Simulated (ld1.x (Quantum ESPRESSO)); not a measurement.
What one change does to a pseudopotential (nickel (Ni), RRKJ)

ld1.x (Quantum ESPRESSO) 7.5 input, shortened:

```
&input
   title='Ni', zed=28., rel=2, dft='PBE', iswitch=3,
   config='[Ar] 3d8 4s2 4p0', rel_dist='average'
 /
 &inputp
   pseudotype=2, tm=.false., rho0=0.001, lloc=-1, rcloc=1.95,
   nlcc=.false.
 /
3
4S  1  0   2.00   0.00  2.20  2.20  0.0
4P  2  1   0.00   0.00  3.35  3.35  0.0
3D  3  2   8.00   0.00  1.05  1.05  0.0
 &test
   configts(1)='3d8 4s2 4p0'
 /
```

Open shells are filled in proportion to 2j + 1 (rel_dist='average').

Change: wave 4p (bound): rc 3.35 bohr becomes 4p (bound): rc 3.68 bohr.

Cutoffs: the cutoffs (Ry, on a coarse ladder) from which the occupation-weighted sum of valence levels, in a spherical-Bessel basis at the reference potential, stays within 10 and 1 mRy of its value at 400 Ry; they do not see the model core or the augmentation charge, which bear on the density cutoff. Errors are all-electron minus pseudo energies relative to the spin-unpolarised reference configuration.

Question: Predict the effect on cutoff, ghosts and configuration errors.

Answer: The potential gets neither clearly harder nor softer (160 Ry and 230 Ry → 160 Ry and 230 Ry); of the 7 tests that both files solve, the error grows in 2 and shrinks in 0 by more than 15 % and 0.3 meV (median size 50.1 → 50.1 meV); neither file shows a bound ghost.

| quantity | base | changed |
| --- | --- | --- |
| cutoff, loose | 160 Ry | 160 Ry |
| cutoff, tight | 230 Ry | 230 Ry |
| bound ghosts | none | none |
| error for 3d8 4s1 4p0, meV [ΔE 9.32 eV] | +3.8 | +3.8 |
| error for 3d8 4s0 4p0, meV [ΔE 26.67 eV] | +50 | +50 |
| error for 3d7 4s0 4p0, meV [ΔE 64.14 eV] | +114 | +114 |
| error for 3d8 4s0 4p2, meV [ΔE 9.50 eV] | +12 | +17 |
| error for 3d8 4s1 4p1, meV [ΔE 4.59 eV] | +2.0 | +3.1 |
| error for 3d7 4s2 4p1, meV [ΔE 10.54 eV] | -237 | -227 |
| error for 3d7 4s2 4p0, meV [ΔE 16.12 eV] | -190 | -190 |
